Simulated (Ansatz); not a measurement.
Mulliken charges of Cl2GeH4Si (`Cl[SiH2][GeH2][Cl]`) from B3LYP/def2-TZVPP in Ansatz (PBE0-D4/def2-TZVP geometry).

| atom | x (Å) | y (Å) | z (Å) | charge (e) |
| --- | --- | --- | --- | --- |
| Cl1 | 0.266 | 1.141 | -2.441 | -0.242 |
| Si2 | -0.191 | 1.109 | -0.432 | 0.350 |
| Ge3 | 0.174 | -1.094 | 0.393 | 0.263 |
| Cl4 | -0.329 | -0.991 | 2.499 | -0.321 |
| H5 | 0.689 | 2.074 | 0.268 | -0.040 |
| H6 | -1.612 | 1.493 | -0.264 | -0.040 |
| H7 | 1.639 | -1.549 | 0.310 | 0.015 |
| H8 | -0.751 | -2.148 | -0.232 | 0.015 |

By hand: the dipole of these point charges (1 e Å = 4.8032 D).

Σ q r = (0.070, -0.056, -0.258) e Å, of length 0.273 e Å = 1.31 D.

How does the dipole of the full density compare? (Estimate.)

Computed: (0.032, 0.027, -0.175) e Å, 0.86 D; the point charges give 1.52 times that, at 21° from its direction.

Point charges leave out the atoms' own dipoles, such as those of lone pairs, and Mulliken's split depends on the basis, so the two needn't agree.

B3LYP here is the variant with VWN-RPA as its local correlation; programs differ in this.
